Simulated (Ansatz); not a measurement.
Born–Oppenheimer molecular dynamics of GeH6OS (9 atoms, charge 0, multiplicity 1). It starts at the highest image of a converged band. Of that band: The profile has 2 maxima (images 2, 4) with wells between them (image 3): this band takes more than one step, which may be the mechanism or a detour left from its start path. A structure lower than the last end lies on the path between it and the top, so the climb from that side starts below the end, which may itself be a saddle point or a shallow side well. Neighbouring images differ by up to 2.0 eV, so the band resolves the path poorly. A vibrational analysis at the climbing image gives one clearly imaginary mode, 1283i cm⁻¹: a first-order saddle point.

Theory: RKS B3LYP-D4/def2-SVP in Ansatz 0.2.0.

```
ensemble                      : NVE (velocity Verlet)
time step                     : 0.5 fs
steps asked                   : 200
starting velocities drawn for : 300 K
seed                          : 11496
```

Frames 0.5 fs apart, positions in Å.

Velocities at 40 fs (Å/ps):

```
Ge 2.26 -8.56 1.04
H 24.46 48.78 80.90
H -41.57 17.73 -6.29
H 2.12 -31.61 29.79
O -2.23 10.03 -5.77
H -12.33 -23.03 -6.38
S -3.48 10.78 -4.47
H -9.34 24.91 -11.71
H 19.74 77.73 72.57
```

```xyz
9
Properties=species:S:1:pos:R:3 time_fs=40 energy_less_start_eV=-1.786 T=2275
Ge -0.064 -0.337 -0.022
H 0.911 1.496 3.492
H 0.977 0.442 -0.846
H -0.702 0.338 1.239
O -1.374 -0.948 -1.074
H -1.173 -1.902 -1.301
S 0.945 -2.357 1.009
H -0.278 -2.741 1.422
H 0.957 0.772 3.289
9
Properties=species:S:1:pos:R:3 time_fs=40.5 energy_less_start_eV=-1.764 T=2251
Ge -0.062 -0.341 -0.021
H 0.924 1.521 3.533
H 0.957 0.451 -0.849
H -0.701 0.322 1.253
O -1.375 -0.943 -1.077
H -1.180 -1.911 -1.304
S 0.944 -2.351 1.007
H -0.282 -2.729 1.416
H 0.967 0.811 3.325
9
Properties=species:S:1:pos:R:3 time_fs=41 energy_less_start_eV=-1.743 T=2229
Ge -0.061 -0.346 -0.021
H 0.936 1.547 3.574
H 0.936 0.460 -0.851
H -0.700 0.307 1.265
O -1.376 -0.939 -1.080
H -1.188 -1.917 -1.306
S 0.942 -2.346 1.004
H -0.288 -2.716 1.411
H 0.977 0.847 3.361
9
Properties=species:S:1:pos:R:3 time_fs=41.5 energy_less_start_eV=-1.737 T=2222
Ge -0.060 -0.350 -0.020
H 0.948 1.576 3.616
H 0.916 0.469 -0.854
H -0.697 0.291 1.276
O -1.377 -0.934 -1.083
H -1.196 -1.917 -1.307
S 0.940 -2.340 1.002
H -0.293 -2.704 1.405
H 0.987 0.882 3.396
9
Properties=species:S:1:pos:R:3 time_fs=42 energy_less_start_eV=-1.751 T=2238
Ge -0.059 -0.354 -0.019
H 0.960 1.608 3.658
H 0.897 0.478 -0.856
H -0.695 0.276 1.285
O -1.378 -0.930 -1.086
H -1.206 -1.912 -1.307
S 0.938 -2.334 0.999
H -0.299 -2.692 1.401
H 0.998 0.913 3.430
9
Properties=species:S:1:pos:R:3 time_fs=42.5 energy_less_start_eV=-1.781 T=2270
Ge -0.058 -0.359 -0.018
H 0.971 1.642 3.702
H 0.879 0.488 -0.859
H -0.691 0.261 1.292
O -1.379 -0.927 -1.089
H -1.217 -1.902 -1.306
S 0.936 -2.328 0.997
H -0.306 -2.680 1.396
H 1.008 0.942 3.463
9
Properties=species:S:1:pos:R:3 time_fs=43 energy_less_start_eV=-1.815 T=2306
Ge -0.057 -0.364 -0.018
H 0.983 1.677 3.746
H 0.862 0.498 -0.861
H -0.688 0.246 1.297
O -1.379 -0.923 -1.093
H -1.229 -1.887 -1.305
S 0.934 -2.322 0.994
H -0.312 -2.668 1.392
H 1.019 0.969 3.496
9
Properties=species:S:1:pos:R:3 time_fs=43.5 energy_less_start_eV=-1.838 T=2332
Ge -0.056 -0.368 -0.017
H 0.994 1.714 3.790
H 0.845 0.509 -0.863
H -0.684 0.232 1.300
O -1.380 -0.920 -1.096
H -1.241 -1.869 -1.302
S 0.932 -2.316 0.992
H -0.318 -2.656 1.388
H 1.030 0.996 3.528
9
Properties=species:S:1:pos:R:3 time_fs=44 energy_less_start_eV=-1.843 T=2336
Ge -0.054 -0.373 -0.016
H 1.006 1.750 3.834
H 0.830 0.520 -0.865
H -0.679 0.218 1.301
O -1.381 -0.917 -1.099
H -1.254 -1.850 -1.300
S 0.931 -2.310 0.989
H -0.325 -2.644 1.384
H 1.040 1.022 3.561
9
Properties=species:S:1:pos:R:3 time_fs=44.5 energy_less_start_eV=-1.827 T=2320
Ge -0.053 -0.377 -0.015
H 1.018 1.785 3.878
H 0.816 0.531 -0.867
H -0.674 0.204 1.301
O -1.381 -0.914 -1.102
H -1.267 -1.832 -1.298
S 0.929 -2.304 0.986
H -0.331 -2.632 1.381
H 1.051 1.050 3.594
9
Properties=species:S:1:pos:R:3 time_fs=45 energy_less_start_eV=-1.802 T=2293
Ge -0.052 -0.382 -0.014
H 1.029 1.818 3.921
H 0.804 0.543 -0.869
H -0.669 0.191 1.299
O -1.382 -0.911 -1.105
H -1.280 -1.816 -1.297
S 0.927 -2.298 0.983
H -0.336 -2.620 1.378
H 1.061 1.080 3.627
9
Properties=species:S:1:pos:R:3 time_fs=45.5 energy_less_start_eV=-1.782 T=2273
Ge -0.051 -0.387 -0.013
H 1.041 1.848 3.962
H 0.792 0.554 -0.871
H -0.664 0.178 1.296
O -1.382 -0.907 -1.108
H -1.292 -1.805 -1.297
S 0.925 -2.292 0.980
H -0.341 -2.608 1.375
H 1.072 1.112 3.662
```

Of the whole run (100 fs, mean temperature of the second half 1983 K): The conserved energy stayed within 0.32 meV per atom of its start (net change -0.024 meV per atom), so the integration is sound. The kinetic energy rose, since the run started high on the potential surface and went downhill. It ends in pieces (GeH4OS + H2), so much of that is their flight and rotation, not heat. A run of 0.1 ps of so small a system gives no equilibrium averages. The orbitals stay closed-shell, which can raise the energy where a bond breaks towards radicals; this wasn't checked here.

Time of the run: 7 min on 2 threads of Arm Neoverse V1 (shared host), peak memory 0.2 GiB.
